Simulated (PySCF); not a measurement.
C3H8BrGeN.
Structure used (PBE0-D3(BJ)/def2-SVP), in Å, numbered top down from 1:
```xyz
14
C3H8BrGeN angstrom
N      2.513   -0.096    0.346
Ge     1.473    0.158    1.837
Br     1.859   -1.741    3.111
C     -0.371    0.175    1.291
C     -0.890   -0.980    0.477
C     -0.688    0.346   -0.176
H      3.281   -0.742    0.506
H      2.889    0.760   -0.055
H      1.871    1.367    2.708
H     -1.071    0.623    2.004
H     -1.909   -1.318    0.682
H     -0.192   -1.784    0.224
H      0.154    0.432   -0.869
H     -1.563    0.947   -0.437
```

Computed, not measured: TDDFT wB97X-D/def2-SVPD, vertical, gas phase, core orbitals frozen in the response in PySCF. Relativistic effects, spin–orbit coupling among them, are left out although an element past zinc is present.

Computed states:

```tsv
state	E (eV)	f
S1	6.46	0.0084
S2	6.62	0.028
S3	6.81	0.044
S4	6.94	0.021
S5	7.70	0.014
S6	7.79	0.035
S7	7.89	0.054
S8	7.95	0.106
S9	8.05	0.035
S10	8.17	0.105
```

Broadening: Gaussians 0.5 eV wide at half height, area fixed by f = 4.319×10⁻⁹ ∫ε dν̃. The cross-section is σ = 3.8235×10⁻²¹ ε cm², given in Mb (10⁻¹⁸ cm²). The width is an assumption, not a result. The curve ends short of the highest state used, and states not computed would add to its high-energy end.

Problem. Give the broadened spectrum and its maxima.

Solution. 
(λ (nm), σ (Mb)): (163.9, 15.28), (164.8, 11.56), (165.8, 8.31), (166.8, 5.95), (167.8, 4.37), (168.7, 3.52), (169.7, 3.14), (170.7, 3.26), (171.6, 3.74), (172.6, 4.63), (173.6, 5.83), (174.5, 7.12), (175.5, 8.71), (176.5, 10.38), (177.4, 11.87), (178.4, 13.43), (179.4, 14.79), (180.4, 15.89), (181.3, 16.61), (182.3, 17.08), (183.3, 17.19), (184.2, 17.00), (185.2, 16.49), (186.2, 15.71), (187.1, 14.83), (188.1, 13.69), (189.1, 12.45), (190.0, 11.28), (191.0, 9.98), (192.0, 8.70), (193.0, 7.49), (193.9, 6.46), (194.9, 5.42), (195.9, 4.48), (196.8, 3.73), (197.8, 3.01), (198.8, 2.40), (199.7, 1.93), (200.7, 1.50), (201.7, 1.15), (202.6, 0.90), (203.6, 0.67), (204.6, 0.49), (205.6, 0.36), (206.5, 0.27), (207.5, 0.19), (208.5, 0.13), (209.4, 0.10), (210.4, 0.07), (211.4, 0.05), (212.3, 0.03), (213.3, 0.02), (214.3, 0.01), (215.2, 0.01), (216.2, 0.01), (217.2, 0.00)

Maxima: 183 nm (6.77 eV), ε about 4500, made up of S2 (26%), S3 (52%) and S4 (19%) (ε in L mol⁻¹ cm⁻¹; maxima over ε = 5, shares over 10%). At its high-energy end, 7.57 eV, the curve is still rising (ε about 4100, from S5, S6, S7 and S8).

Problem. Coming from long wavelengths, where does ε first pass 100 L mol⁻¹ cm⁻¹?

Solution. At about 205 nm (6.04 eV), 0.42 eV below S1.

Problem. What would ε be at 6.77 eV, the highest of these maxima, with half the width (0.25 eV)?

Solution. About 6260 L mol⁻¹ cm⁻¹ against 4500, a factor of about 1.4; a lone state at its own centre would give exactly 2.

Problem. On this curve, what absorbance would a 10⁻⁴ mol/L sample give at 193 nm over a 1 cm path?

Solution. 193 nm is 6.424 eV, where ε is about 2000 L mol⁻¹ cm⁻¹, so A = ε c l ≈ 0.2 (Beer–Lambert, with the gas-phase spectrum and the assumed width).

The vertical ionisation energy (ΔSCF) is 9.74 eV, 1.58 eV above S10.

On an Arm Neoverse N1 with one thread, on a shared host, this took 8.4 min wall.

One conformer stands for the species.
